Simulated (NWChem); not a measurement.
System: C2HCl2, doublet; SMILES [CH]=C(Cl)Cl

The following NWChem deck was run.

```
start job
memory heap 200 mb stack 900 mb global 1100 mb
geometry units angstroms noautoz
  C     -1.785512    -0.035261     0.000000
  C     -0.475165    -0.031566     0.000000
  Cl     0.464578    -1.477966     0.000000
  Cl     0.452115     1.438854     0.000000
  H     -2.624277     0.654061     0.000000
end
basis spherical
  * library def2-svp
end
dft
  odft
  mult 2
  xc xtpss03 ctpss03
  iterations 150
  mulliken
end
task dft energy
```

In the optimisation the excess spin sits in a' (Cs, its own frame). The geometry was optimised at PBE0/def2-SVP, spin-unrestricted. No stability test was run on the SCF state.

Question: What results follow from this input? (TPSS/def2-SVP, spin-unrestricted.) Quantities: energy (Ha); highest occupied level (eV); lowest empty minus highest occupied level, either spin (eV); dipole (D); <S²>.

Answer: 
```json
{
  "energy (Ha)": "-996.81",
  "highest occupied level (eV)": "-6.29",
  "lowest empty minus highest occupied level, either spin (eV)": "2.44",
  "dipole (D)": "1.10",
  "<S²>": "0.765"
}
```
